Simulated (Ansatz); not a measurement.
PBE exchange is replaced step by step with exact exchange (0 % is PBE, 25 % PBE0; no dispersion term), basis def2-TZVP, Ansatz. System: Mg2Al2 (the lowest singlet isomer of a short search). Total charge 0; singlet. Geometry: PBE0-D4/def2-TZVP.

Geometry of the singlet:

```xyz
4

Al    0.9780   -0.1206   -1.3011
Al    0.4709    1.2895    0.8814
Mg    0.2200   -1.4713    1.0021
Mg   -1.6689    0.3025   -0.5825
```

At PBE-D4/def2-TZVP, PBE0-D4/def2-TZVP the restricted singlet is unstable: a solution with broken spin symmetry lies lower. The restricted singlet is unstable towards broken spin symmetry at other levels; at PBE with 5 % exact exchange/def2-TZVP, PBE with 10 % exact exchange/def2-TZVP, PBE with 15 % exact exchange/def2-TZVP, PBE with 35 % exact exchange/def2-TZVP and others this wasn't settled. The geometry of the singlet was relaxed on an unsound state (restricted singlet, unstable towards broken spin symmetry). The order of the spin states hangs on the level: the triplet lies 0.06 eV below the singlet at PBE with 50 % exact exchange/def2-TZVP, but 0.13 eV above it at PBE-D4/def2-TZVP. The singlet is doubtful at PBE with 50 % exact exchange/def2-TZVP (restricted singlet, unstable towards broken spin symmetry at other levels and untested here). The singlet is doubtful at PBE-D4/def2-TZVP (restricted singlet, unstable towards broken spin symmetry). The structure comes from a short search, and lower isomers may exist.

```tsv
exact exchange (%)	HOMO (eV)	LUMO (eV)	gap (eV)
0	-3.50	-2.97	0.52
5	-3.61	-2.86	0.75
10	-3.73	-2.75	0.98
15	-3.85	-2.64	1.21
25	-4.08	-2.42	1.67
35	-4.32	-2.20	2.13
50	-4.69	-1.87	2.83
```
